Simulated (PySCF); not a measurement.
C5H7O (SMILES O=C1C[CH]CC1), doublet, geometry from GFN2-xTB; MP2/6-31G (PySCF).

Here is a job for PySCF.
```python
from pyscf import gto, scf, mp

mol = gto.M(
    atom='''
O     0.86621014    1.85237695    0.41932361
C     0.38773803    0.78407659    0.14767026
C     1.13031082   -0.53613109    0.11823589
C     0.10007293   -1.55394979   -0.15458499
C    -1.26070984   -0.97661338   -0.25052557
C    -1.05781867    0.53986589   -0.23544941
H     1.66128402   -0.68928119    1.06737361
H     1.91559679   -0.49273990   -0.64885048
H     0.29771513   -2.60671782   -0.19899775
H    -1.88455267   -1.29697329    0.59621214
H    -1.78395604   -1.31528364   -1.15171294
H    -1.21184967    0.97718791   -1.22415264
H    -1.72147821    1.06130286    0.45346232
''',
    basis='6-31g',
    spin=1,
    verbose=5,
)

mf = scf.UHF(mol)
mf.kernel()

pt = mp.MP2(mf, frozen=7)
pt.kernel()
print('E(MP2) = %.10f' % pt.e_tot)
mf.analyze()
```

### Question
Write the output that PySCF gives for this input, abridged.

### Answer

```
PySCF version 2.14.0

[INPUT] verbose = 5
[INPUT] max_memory = 4000
[INPUT] num. atoms = 13
[INPUT] num. electrons = 45
[INPUT] charge = 0
[INPUT] spin (= nelec alpha-beta = 2S) = 1
[INPUT] symmetry False subgroup None
[INPUT] Mole.unit = angstrom
[INPUT] Symbol           X                Y                Z      unit          X                Y                Z       unit  Magmom
[...]
[INPUT] ---------------- BASIS SET ----------------
[INPUT] l, kappa, [nprim/nctr], expnt,             c_1 c_2 ...
[INPUT] C
[...]
                                457.36951         0.0140373
                                103.94869         0.0688426
                                29.210155         0.2321844
                                9.286663          0.4679413
                                3.163927          0.362312
[...]
                                1.8812885         -0.1608542
                                0.5442493         1.1434564
[...]
                                1.8812885         0.316424
                                0.5442493         0.7443083
[...]
[INPUT] O
[...]
                                825.23495         0.0139501
                                188.04696         0.0684451
                                52.9645           0.2327143
                                16.89757          0.470193
                                5.7996353         0.3585209
[...]
                                3.5999336         -0.1480263
                                1.0137618         1.130767
[...]
                                3.5999336         0.3397528
                                1.0137618         0.7271586
[...]
[INPUT] H
[...]
                                2.8253937         0.23472695
                                0.6401217         0.81375733
[...]
nuclear repulsion = 226.475935729563
number of shells = 44
number of NR pGTOs = 160
number of NR cGTOs = 68
basis = 6-31g
ecp = {}

******** <class 'pyscf.scf.uhf.UHF'> ********
method = UHF
initial guess = minao
damping factor = 0
level_shift factor = 0
DIIS = <class 'pyscf.scf.diis.CDIIS'>
diis_start_cycle = 1
diis_space = 8
diis_damp = 0
SCF conv_tol = 1e-09
SCF conv_tol_grad = None
SCF max_cycles = 50
direct_scf = True
direct_scf_tol = 1e-13
number electrons alpha = 23  beta = 22
Set gradient conv threshold to 3.16228e-05
E1 = -809.8753446313065  E2 = 313.77008858383823  Ecoul = 350.9363391893392  Exc = -37.16625060550098
init E= -269.629320317906
cond(S) = 1638.6644883822876

  alpha mo_energy =
[-20.79434553 -11.32943846 -11.3258324  -11.32544469 -11.3223832
 -11.31096126  -1.7921952   -1.54501088  -1.26069866  -1.11131916
  -0.82869671  -0.76612609  -0.64007296  -0.6255576   -0.55361417
  -0.52725039  -0.47237989  -0.46304862  -0.38967106  -0.3836024
  -0.3766253   -0.2767431   -0.06696997   0.02613165   0.17000383
   0.21923841   0.23058363   0.23810975   0.24211464   0.27480215
   0.29194384   0.33084376   0.33711103   0.36231079   0.4272931
   0.43543247   0.54316381   0.73595139   0.75370066   0.77354631
   0.79547557   0.81574479   0.8224847    0.84226892   0.85540331
   0.8659883    0.91487545   0.93904164   0.96355315   1.01304924
   1.04248562   1.06748567   1.07856168   1.10644706   1.12169378
   1.14968828   1.15752203   1.1608053    1.17012688   1.19240995
   1.21786709   1.29446647   1.33021554   1.43548934   1.48369961
   1.73338971   1.96579204   2.12903364]
  beta  mo_energy =
[-20.79434553 -11.32943846 -11.3258324  -11.32544469 -11.3223832
 -11.31096126  -1.7921952   -1.54501088  -1.26069866  -1.11131916
  -0.82869671  -0.76612609  -0.64007296  -0.6255576   -0.55361417
  -0.52725039  -0.47237989  -0.46304862  -0.38967106  -0.3836024
  -0.3766253   -0.2767431   -0.06696997   0.02613165   0.17000383
   0.21923841   0.23058363   0.23810975   0.24211464   0.27480215
   0.29194384   0.33084376   0.33711103   0.36231079   0.4272931
   0.43543247   0.54316381   0.73595139   0.75370066   0.77354631
   0.79547557   0.81574479   0.8224847    0.84226892   0.85540331
   0.8659883    0.91487545   0.93904164   0.96355315   1.01304924
   1.04248562   1.06748567   1.07856168   1.10644706   1.12169378
   1.14968828   1.15752203   1.1608053    1.17012688   1.19240995
   1.21786709   1.29446647   1.33021554   1.43548934   1.48369961
   1.73338971   1.96579204   2.12903364]
multiplicity <S^2> = 0.75  2S+1 = 2
E1 = -810.7613054933558  E2 = 316.3312619771068  Ecoul = 352.98363955459143  Exc = -36.65237757748463
cycle= 1 E= -267.954107786686  delta_E= 1.68  |g|= 0.525  |ddm|= 2.41
  alpha mo_energy =
[-20.17528487 -11.5909526  -11.34826466 -11.34307423 -11.32963514
 -11.32116118  -1.35518347  -1.21656335  -1.08180784  -1.01654328
  -0.85814861  -0.80476781  -0.72217913  -0.67967781  -0.64827183
  -0.62968623  -0.59006159  -0.58060421  -0.56696407  -0.49500549
  -0.42980833  -0.35482631  -0.30926864   0.10499485   0.19016532
   0.23789048   0.23907714   0.25664269   0.26633191   0.27426538
   0.29423995   0.33144008   0.3382661    0.36436184   0.44377177
   0.48402754   0.53259959   0.67281547   0.73689597   0.76035237
   0.76767048   0.78130707   0.80392608   0.82332867   0.83491205
   0.87423744   0.91903244   0.94331587   0.96709968   0.97925057
   1.05918127   1.063607     1.08113852   1.11735344   1.15254542
   1.15586145   1.17047951   1.19115454   1.19850914   1.25171592
   1.34256647   1.46168324   1.47126155   1.48862934   1.55035513
   1.71767882   1.96882835   2.31398733]
  beta  mo_energy =
[-20.17528006 -11.59094048 -11.34800969 -11.34302713 -11.32935032
 -11.30729322  -1.35416323  -1.19958438  -1.07229344  -0.99672615
  -0.8235983   -0.79776017  -0.70149723  -0.66867431  -0.63014237
  -0.61619485  -0.56660247  -0.56440722  -0.55749567  -0.49430241
  -0.42644028  -0.30888862   0.06814482   0.11769993   0.19505562
   0.24444902   0.24873292   0.26560316   0.27732528   0.28043733
   0.30738614   0.33707116   0.34293926   0.36732578   0.45441074
   0.485192     0.53872315   0.68577369   0.74219677   0.7659719
[...]
converged SCF energy = -268.120879733255  <S^2> = 0.76605435  2S+1 = 2.0159904
E(UMP2) = -268.618478893164  E_corr = -0.497599159908481
E(SCS-UMP2) = -268.614431806299  E_corr = -0.493552073043581
E(MP2) = -268.6184788932
Total Energy =                        -268.120879733255094
[...]
3 C 1s          -0.00058   0.00045  -0.00039
3 C 2s           0.03945  -0.03315   0.02587
3 C 3s          -0.22511   0.20755  -0.10772
3 C 2px          0.04727   0.01630   0.00553
3 C 2py          0.04208  -0.02964  -0.00647
3 C 2pz          0.01130  -0.00008   0.00080
3 C 3px         -0.02107  -0.01787   0.03014
3 C 3py         -0.04902   0.00379  -0.14675
3 C 3pz         -0.01066   0.00544  -0.00143
4 C 1s          -0.00069  -0.00136   0.00008
4 C 2s          -0.00839   0.01085   0.00452
4 C 3s          -0.26799  -0.54899   0.08845
4 C 2px          0.01276   0.05963  -0.01269
4 C 2py          0.02535   0.04911  -0.00322
4 C 2pz          0.00891   0.00087  -0.00379
4 C 3px         -0.02720  -0.02773  -0.00011
4 C 3py          0.00795  -0.03024   0.02878
4 C 3pz          0.01801   0.00380  -0.01884
5 C 1s           0.00051   0.00143  -0.00043
5 C 2s          -0.00822   0.00372   0.01839
5 C 3s           0.20489   0.59659  -0.17700
5 C 2px         -0.01134  -0.04539   0.02364
5 C 2py          0.02848   0.06369  -0.00871
5 C 2pz         -0.01316  -0.01552   0.00618
5 C 3px         -0.02916   0.06141   0.00048
5 C 3py         -0.04252  -0.04703  -0.03039
5 C 3pz         -0.01768   0.02501   0.00511
6 H 1s          -0.03246   0.01249  -0.01220
6 H 2s           0.19698  -0.06661   0.02834
7 H 1s          -0.03400   0.00967  -0.01147
7 H 2s           0.19837  -0.06298   0.03312
8 H 1s          -0.00520   0.00184  -0.02013
8 H 2s          -0.01379   0.01133   0.03528
9 H 1s           0.00654   0.02382  -0.00326
9 H 2s          -0.04535  -0.14117   0.02323
10 H 1s          0.01616   0.01708  -0.00833
10 H 2s         -0.07710  -0.12398   0.03521
11 H 1s         -0.01008  -0.02977  -0.00102
11 H 2s          0.06693   0.15489  -0.02048
12 H 1s          0.00259  -0.02928  -0.00357
12 H 2s          0.03077   0.14938  -0.02395

To work with the spin densities directly, `use mulliken_meta_spin()` only printing them here.

 ** Mulliken spin pop alpha/beta on meta-lowdin orthogonal AOs **
 ** Mulliken Spin Density (per AO)  **
spin_pop of  0 O 1s        0.00000
spin_pop of  0 O 2s       -0.00077
spin_pop of  0 O 3s        0.00005
spin_pop of  0 O 2px      -0.00156
spin_pop of  0 O 2py      -0.00183
spin_pop of  0 O 2pz      -0.02297
spin_pop of  0 O 3px       0.00006
spin_pop of  0 O 3py      -0.00000
spin_pop of  0 O 3pz       0.00000
spin_pop of  1 C 1s       -0.00000
spin_pop of  1 C 2s        0.00317
spin_pop of  1 C 3s       -0.00003
spin_pop of  1 C 2px       0.00262
spin_pop of  1 C 2py       0.00459
spin_pop of  1 C 2pz       0.01953
spin_pop of  1 C 3px       0.00003
spin_pop of  1 C 3py      -0.00000
spin_pop of  1 C 3pz       0.00008
spin_pop of  2 C 1s        0.00000
spin_pop of  2 C 2s       -0.01856
spin_pop of  2 C 3s        0.00010
spin_pop of  2 C 2px      -0.03133
spin_pop of  2 C 2py      -0.02895
spin_pop of  2 C 2pz      -0.03371
spin_pop of  2 C 3px       0.00014
spin_pop of  2 C 3py       0.00024
spin_pop of  2 C 3pz       0.00032
spin_pop of  3 C 1s       -0.00001
spin_pop of  3 C 2s        0.07934
spin_pop of  3 C 3s       -0.00124
spin_pop of  3 C 2px       0.06163
spin_pop of  3 C 2py       0.05089
spin_pop of  3 C 2pz       0.88190
spin_pop of  3 C 3px      -0.00002
spin_pop of  3 C 3py      -0.00007
spin_pop of  3 C 3pz       0.00869
spin_pop of  4 C 1s        0.00000
spin_pop of  4 C 2s       -0.01791
spin_pop of  4 C 3s        0.00011
spin_pop of  4 C 2px      -0.04495
spin_pop of  4 C 2py      -0.01642
spin_pop of  4 C 2pz      -0.03232
spin_pop of  4 C 3px       0.00022
spin_pop of  4 C 3py       0.00018
spin_pop of  4 C 3pz       0.00030
spin_pop of  5 C 1s       -0.00000
spin_pop of  5 C 2s        0.00171
spin_pop of  5 C 3s        0.00000
spin_pop of  5 C 2px       0.00080
spin_pop of  5 C 2py       0.00586
spin_pop of  5 C 2pz       0.00146
spin_pop of  5 C 3px       0.00006
spin_pop of  5 C 3py      -0.00001
spin_pop of  5 C 3pz       0.00003
spin_pop of  6 H 1s        0.04878
spin_pop of  6 H 2s        0.00010
spin_pop of  7 H 1s        0.04892
spin_pop of  7 H 2s        0.00011
spin_pop of  8 H 1s       -0.05919
spin_pop of  8 H 2s        0.00058
spin_pop of  9 H 1s        0.05340
spin_pop of  9 H 2s        0.00012
spin_pop of  10 H 1s        0.03910
spin_pop of  10 H 2s        0.00007
spin_pop of  11 H 1s       -0.00150
spin_pop of  11 H 2s        0.00001
spin_pop of  12 H 1s       -0.00193
spin_pop of  12 H 2s        0.00002
 ** Mulliken Spin Density (per atom)  **
spin density of  0 O =     -0.02703
spin density of  1 C =      0.02998
spin density of  2 C =     -0.11175
spin density of  3 C =      1.08111
spin density of  4 C =     -0.11078
spin density of  5 C =      0.00991
spin density of  6 H =      0.04887
spin density of  7 H =      0.04902
spin density of  8 H =     -0.05861
spin density of  9 H =      0.05352
spin density of  10 H =      0.03917
spin density of  11 H =     -0.00150
spin density of  12 H =     -0.00191
 ** Mulliken pop alpha/beta on meta-lowdin orthogonal AOs **
 ** Mulliken pop       alpha | beta **
In total            23.00000 | 22.00000
 ** Mulliken atomic charges   ( Nelec_alpha | Nelec_beta ) **
charge of  0O =     -0.44662  (     4.20980      4.23683 )
charge of  1C =      0.39400  (     2.81799      2.78801 )
charge of  2C =     -0.22594  (     3.05709      3.16884 )
charge of  3C =     -0.11683  (     3.59897      2.51786 )
charge of  4C =     -0.17990  (     3.03456      3.14534 )
charge of  5C =     -0.22432  (     3.11712      3.10721 )
charge of  6H =      0.12280  (     0.46303      0.41416 )
charge of  7H =      0.12329  (     0.46286      0.41384 )
charge of  8H =      0.10804  (     0.41668      0.47529 )
charge of  9H =      0.09898  (     0.47727      0.42375 )
charge of  10H =      0.10229  (     0.46844      0.42927 )
charge of  11H =      0.12194  (     0.43828      0.43978 )
charge of  12H =      0.12226  (     0.43792      0.43983 )
Dipole moment(X, Y, Z, Debye): -1.47013, -3.10871, -0.79819
```
